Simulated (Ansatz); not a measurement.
One change: `[SiH3]C1BN1` becomes `[SiH3][CH]1[NH][AlH]1`.

Ansatz, PBE0-D4/def2-TZVP geometries, multiplicity 1. 

| property | `[SiH3]C1BN1` |
| --- | --- |
| size of the dipole moment (PBE/def2-TZVPP) / D | 1.44 |
| zero-point energy (PBE0-D4/def2-TZVP) / kJ/mol | 179.8 |
| size of the dipole moment (ωB97M-V/def2-TZVPP) / D | 1.34 |
| LUMO energy (B3LYP/def2-TZVPP) / eV | -0.40 |
| HOMO–LUMO gap (ωB97M-V/def2-TZVPP) / eV | 11.38 |
| HOMO energy (ωB97M-V/def2-TZVPP) / eV | -9.71 |

Give the same properties after the change, and the shifts. (An estimate is asked.)

The calculation gave: 
| property | `[SiH3][CH]1[NH][AlH]1` | shift |
| --- | --- | --- |
| size of the dipole moment (PBE/def2-TZVPP) / D | 1.79 | 0.35 |
| zero-point energy (PBE0-D4/def2-TZVP) / kJ/mol | 164.8 | -15.0 |
| size of the dipole moment (ωB97M-V/def2-TZVPP) / D | 1.95 | 0.61 |
| LUMO energy (B3LYP/def2-TZVPP) / eV | -1.19 | -0.79 |
| HOMO–LUMO gap (ωB97M-V/def2-TZVPP) / eV | 9.28 | -2.10 |
| HOMO energy (ωB97M-V/def2-TZVPP) / eV | -8.68 | 1.03 |

With PBE0 the HOMO rises by 1.02 eV and the LUMO falls by 0.82 eV, so the gap narrows by about 1.84 eV. PBE moves the HOMO by 0.98 eV and ωB97M-V by 1.03 eV. Dipoles are sizes alone; their direction can turn.

B3LYP here is the variant with VWN-RPA as its local correlation; programs differ in this.
